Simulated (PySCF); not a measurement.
**EPR parameters of [C7H7NO]-**

Compound: C7H7NO (charge -1 and doublet state).
Z-matrix (Å and degrees, GFN2-xTB geometry), rows numbered from 1:
```
C 
C   1  1.5265
O   2  1.2602  1  119.94
C   2  1.4174  1  115.73  3   179.99
C   4  1.4253  2  121.16  1  -179.95
C   5  1.3617  4  120.42  2   179.97
C   6  1.4142  5  118.81  4    -0.01
C   7  1.3877  6  117.13  5     0.02
N   8  1.3115  7  125.97  6    -0.01
H   1  1.0891  2  109.91  3   120.86
H   1  1.0892  2  109.82  3     0.00
H   1  1.0891  2  109.89  3  -120.83
H   5  1.0814  4  117.42  2     0.00
H   6  1.0872  5  121.32  4   179.99
H   7  1.0829  6  121.42  5  -179.97
H   8  1.0924  7  119.36  6  -179.98
```

The hyperfine couplings belong to this conformer and change with its torsions.

As a line formula: `C[C]([O-])c1ccccn1` [radical] (charge -1).

The calculation used UKS B3LYP, pcH-1 on C H N O, non-relativistic, mean-field spin-orbit, GIAO in PySCF. Whether the extra electron is bound in the gas phase wasn't checked; a finite basis holds it in any case. The geometry wasn't refined by DFT: couplings that depend on bond lengths, twists or pyramidal angles can differ widely from those at the functional's own minimum, by a factor of two or more for some ions and for spin on atoms past the first row. Stability of the SCF solution: not tested.

* g1, g2, g3: 2.00208, 2.00429, 2.00536
* g_iso: 2.00391
* Form of g: rhombic: the two nearest values differ by 33 % of g3 − g1
* ⟨S²⟩: 0.7594 (exact 0.7500)
* α and β electrons: 33, 32

Hyperfine couplings atom by atom, in 10⁻⁴ cm⁻¹; T1 to T3 are the principal values of the dipolar part (1 × 10⁻⁴ cm⁻¹ = 2.998 MHz):

```
atom  isotope  a_iso     T1    T2    T3  Mulliken spin population
  C1      13C   -3.4   -0.2  -0.1   0.3                     -0.02
  C2      13C   -0.2   -5.8  -4.8  10.6                      0.16
  O3      17O   -6.7  -26.2  12.9  13.3                      0.23
  C4      13C    0.2   -6.0  -5.3  11.3                      0.19
  C5      13C   -0.5   -2.3  -1.8   4.1                      0.07
  C6      13C   -2.7   -0.9  -0.7   1.6                      0.01
  C7      13C    7.6   -7.7  -7.2  14.9                      0.30
  C8      13C   -6.1   -3.8   1.4   2.4                     -0.09
  N9      14N    2.1   -3.0  -2.8   5.8                      0.16
 H10       1H    5.7   -0.9  -0.5   1.4                      0.01
 H11       1H    0.0   -0.7  -0.5   1.2                      0.00
 H12       1H    5.7   -0.9  -0.5   1.4                      0.01
 H13       1H   -2.0   -0.9  -0.2   1.1                      0.00
 H14       1H   -0.8   -0.6  -0.6   1.1                      0.00
 H15       1H   -6.3   -4.0   0.2   3.8                     -0.02
 H16       1H    0.9   -0.9   0.1   0.9                      0.00
```

Largest spin populations (Mulliken): C7 (+0.30), O3 (+0.23), C4 (+0.19) and N9 (+0.16). Five atoms exceed +0.15.

The SMILES `C[C]([O-])c1ccccn1` draws the unpaired electron on C2, whose computed spin population is only +0.16.

Axes: g2 points within 11° of the C4–C5 bond.

Under fast tumbling the dipolar parts average out, and these isotropic splittings remain: 1 × 1H (H15, I = 1/2, 2 lines) with 0.68 mT, 3 × 1H (H10/H11/H12, I = 1/2, 4 lines) with 0.41 mT, 1 × 14N (N9, I = 1, 3 lines) with 0.23 mT, 1 × 1H (H13, I = 1/2, 2 lines) with 0.22 mT, 1 × 1H (H16, I = 1/2, 2 lines) with 0.10 mT and 1 × 1H (H14, I = 1/2, 2 lines) with 0.09 mT.

Nuclei that the bonding pattern makes equivalent are averaged, as if the motion that swaps them (rotation, inversion, ring flip) were fast. The three 1H nuclei of mean +11.4 MHz run from -0.1 to 17.2 MHz in the frozen geometry.

The 13C coupling of C7 (22.8 MHz) shows only in satellite lines or after enrichment, since that isotope makes up about 1.07 % of natural carbon.

The 17O coupling of O3 (-20.1 MHz) shows only in satellite lines or after enrichment, since that isotope makes up about 0.038 % of natural oxygen.
